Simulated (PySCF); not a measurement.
Structure problem from calculated spectra and properties.

Formula: C5H14BN.

| Quantity | Value |
| --- | --- |
| Rotational structure | rotational constants A, B, C: 3.979, 2.221, 2.094 GHz [PBE0-D3(BJ)/def2-SVP] |
| Polarisability | 82.9 au [wB97X-D/def2-SVPD] |
| 13C NMR | chemical shifts (computed TMS as zero) by class: 58.4 (1 C), 45.1 (2 C), 21.9 (1 C), 7.7 (1 C) ppm [GIAO HF/pcSseg-1] |
| UV, first state | lowest singlet excitation: 7.34 eV (169 nm, f = 0.035) [TDDFT wB97X-D/def2-SVPD] |
| Triplet | lowest triplet excitation (Tamm–Dancoff): 7.26 eV [TDA wB97X-D/def2-SVPD] |
| UV, strongest line | among the 10 lowest singlet transitions: S9 at 8.79 eV (141 nm, f = 0.071) [TDDFT wB97X-D/def2-SVPD] |
| Valence photoelectron | vertical ionisation energy: 9.53 eV [ΔSCF wB97X-D/def2-SVPD] |
| XPS | B1s 193.4, C1s 289.0, C1s 290.4, C1s 291.6, C1s 291.9 (×2), N1s 406.5 eV [ΔSCF SCAN, pcX-2 on the ionised atom, pcseg-1 elsewhere, spin-free X2C] |

Electronic properties: PySCF, gas phase, density fitting. Levels stand in brackets. Isolated species at its PBE0-D3(BJ)/def2-SVP geometry (one conformer only). Each NMR value is the plain mean over a class of atoms that symmetry, rotation or inversion makes alike.

**Question.** Give a SMILES that accounts for the data.

**Answer.** Numbering: `[CH3:1][N+:2]1([CH3:3])[BH2-:4][CH2:5][CH2:6][CH2:7]1`. 5 carbons fall into 4 classes; from least to most shielded: ring sp3 carbon bound to nitrogen [C7] (58.4 ppm), N-methyl carbon [C1/C3] (45.1 ppm, 2 C, up to 3.8 ppm apart in this geometry), ring CH2 carbon [C6] (21.9 ppm), ring sp3 carbon bound to boron [C5] (7.7 ppm). The core levels belong to: B1s 193.4 eV, four-coordinate boron [B4]; C1s 289.0 eV, sp3 carbon bound to boron [C5]; C1s 290.4 eV, ring CH2 carbon [C6]; C1s 291.6 eV, sp3 carbon bound to nitrogen [C7]; C1s 291.9 eV, N-methyl carbon [C1/C3]; N1s 406.5 eV, nitrogen bonded to B and 3 C [N2]. One atom of each topological class was ionised and stands for its class. The first electron is taken from the HOMO, whose largest Löwdin shares are 0.33 on the four-coordinate boron, 0.23 on a B–H hydrogen, 0.13 on a B–H hydrogen and 0.11 on the sp3 carbon bound to boron. The optimised geometry has point group C1 and is an asymmetric top. Structure: `C[N+]1(C)[BH2-]CCC1`. The assignments are read from this structure; whether some other isomer fits the data as well wasn't checked.
